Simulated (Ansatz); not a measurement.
Geometry optimisation of NbO₃⁻.

```yaml
crystal:
  periodic: [false, false, false]
  atoms:
    - {symbol: Nb, position_ang: [-0.316551, 0.027529, -0.794638]}
    - {symbol: O, position_ang: [-0.213544, 0.960965, 0.913568]}
    - {symbol: O, position_ang: [1.239094, -0.595606, -1.186252]}
    - {symbol: O, position_ang: [-0.708988, -0.392888, 1.067323]}
basis:
  gaussian: {orbitals: def2-TZVPD}
total_charge: -1
magnetization: {spin_polarized: true, initial_magnetization: 4}
hamiltonian: {xc: r2scan, dispersion: d4}
scf: {lower_state_search: "off"}
output: {orbitals: {seedname: orbitals}}
relax: {f_tol: 0.02, max_steps: 100}
```

```sh
$ ansatz run in.yaml --threads 4 --pin off --events-out ev --progress --plain --max-ram 3916MiB
```

Output, abridged:

```
Functional definition: r2SCAN
mean field -7690.56073742 eV, -282.6228942508 hartree, gradient 9.0e-6 eV, S^2 6.017380; 0 other end points of the search recorded, 0 dependent functions left out
relax step   1: F+E_penalty+E_count = -7690.58275579 eV  Δ(F+E_penalty+E_count) = +0.000e0 eV  max|allowed force component| = 4.025e0 eV/Å  Δτ_max = 0.0000 Å  (23 SCF iters, accepted)
mean field -7690.94994471 eV, -282.6371973548 hartree, gradient 1.8e-6 eV, S^2 6.020611; 0 other end points of the search recorded, 0 dependent functions left out
relax step   2: F+E_penalty+E_count = -7690.97164713 eV  Δ(F+E_penalty+E_count) = -3.889e-1 eV  max|allowed force component| = 1.769e0 eV/Å  Δτ_max = 0.1005 Å  (34 SCF iters, accepted)
mean field -7691.30249457 eV, -282.6501533232 hartree, gradient 2.6e-6 eV, S^2 6.024616; 0 other end points of the search recorded, 0 dependent functions left out
relax step   3: F+E_penalty+E_count = -7691.32379521 eV  Δ(F+E_penalty+E_count) = -3.521e-1 eV  max|allowed force component| = 2.463e0 eV/Å  Δτ_max = 0.1935 Å  (39 SCF iters, accepted)
mean field -7691.43944484 eV, -282.6551861531 hartree, gradient 2.0e-6 eV, S^2 6.027142; 0 other end points of the search recorded, 0 dependent functions left out
relax step   4: F+E_penalty+E_count = -7691.46041915 eV  Δ(F+E_penalty+E_count) = -1.366e-1 eV  max|allowed force component| = 1.218e0 eV/Å  Δτ_max = 0.1630 Å  (37 SCF iters, accepted)
mean field -7691.46488472 eV, -282.6561210514 hartree, gradient 2.8e-6 eV, S^2 6.026952; 0 other end points of the search recorded, 0 dependent functions left out
relax step   5: F+E_penalty+E_count = -7691.48579860 eV  Δ(F+E_penalty+E_count) = -2.538e-2 eV  max|allowed force component| = 3.840e-1 eV/Å  Δτ_max = 0.0184 Å  (31 SCF iters, accepted)
mean field -7691.46775351 eV, -282.6562264775 hartree, gradient 3.7e-6 eV, S^2 6.025772; 0 other end points of the search recorded, 0 dependent functions left out
relax step   6: F+E_penalty+E_count = -7691.48871478 eV  Δ(F+E_penalty+E_count) = -2.916e-3 eV  max|allowed force component| = 1.896e-1 eV/Å  Δτ_max = 0.0142 Å  (28 SCF iters, accepted)
mean field -7691.46864117 eV, -282.6562590981 hartree, gradient 4.0e-6 eV, S^2 6.025970; 0 other end points of the search recorded, 0 dependent functions left out
relax step   7: F+E_penalty+E_count = -7691.48960459 eV  Δ(F+E_penalty+E_count) = -8.898e-4 eV  max|allowed force component| = 1.304e-2 eV/Å  Δτ_max = 0.0103 Å  (28 SCF iters, accepted)
Total energy: -7691.48963944 eV, -282.6570307705 hartree
Atom 0 at    -0.062609    -0.068202    -0.794855 Å, force    -0.013040     0.006062     0.009025 eV/Å
Atom 1 at    -0.415164     0.996809     1.132209 Å, force     0.006169     0.007503    -0.005712 eV/Å
Atom 2 at     1.351513    -0.683825    -1.612081 Å, force     0.007214    -0.002772     0.000261 eV/Å
Atom 3 at    -0.873729    -0.244781     1.274728 Å, force    -0.000343    -0.010793    -0.003574 eV/Å
Dipole moment:    -0.129404     0.114520     0.581008 e Å
Checks for a lower state left out: stability, starts, cluster_reference, orbital_swaps, neighbouring_geometries, increment
```

Hardware: 4 threads of Arm Neoverse V1 on a shared host. Wall time 21 s.

In the def2 sets Nb takes a core potential; there is no spin–orbit coupling. The structure holds one bond between oxygen atoms, so isomers without such links may lie far lower. The highest occupied level of the charge -1 quintet lies above zero (up to 1.33 eV). It is a level of α spin, whose loss leaves a quartet; that state wasn't run at this geometry and level. The electron is either unbound and held by the finite basis, or the level is raised by self-interaction error. The relaxation made no stability test and no search for a lower SCF solution. At r2SCAN-D4/def2-TZVPD a triplet of charge -1 lies 1.98 eV below the quintet, each at its own geometry. The structure comes from a short search, and lower isomers may exist.
